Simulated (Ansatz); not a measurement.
Consider the homolysis of the Cl–Si bond: `N#C[SiH](F)Cl` → Cl• + `N#C[SiH]F`•.

Program: Ansatz. Geometries: PBE0-D4/def2-TZVP. ΔE: electronic, gas phase. CCSD(T)/CBS adds triple-zeta CCSD(T) − MP2 to the extrapolated MP2 energy (def2 sets, frozen cores). This one scheme is used for every species, atoms too. Functionals use def2-TZVPP. Open shells (•) are unrestricted, without spin–orbit coupling. Spin–orbit coupling would lower the free atoms: a little for Cl.

| species | LDA (SPW92) energy (Eh) |
| --- | --- |
| `N#C[SiH](F)Cl` | -939.13374 |
| Cl• | -458.64386 |
| `N#C[SiH]F`• | -480.28760 |

Work out ΔE.

ΔE = (-458.64386) + (-480.28760) − (-939.13374) = 0.20228 Eh = +126.9 kcal/mol. CCSD(T)/CBS gives +117.2 kcal/mol.

Largest T1 diagnostic among the species: 0.022.

In def2-TZVPP, CCSD(T) changes the Hartree–Fock value by +25.3 kcal/mol (the triples alone add +2.3 kcal/mol) and MP2 by +32.7 kcal/mol; breaking electron pairs costs correlation energy, which Hartree–Fock lacks. At CCSD(T), def2-SVP lies −10.7 kcal/mol from the extrapolated value and def2-TZVPP −4.2 kcal/mol: correlation converges slowly with the basis, and small sets miss more of it in the bonded molecule than in its fragments.
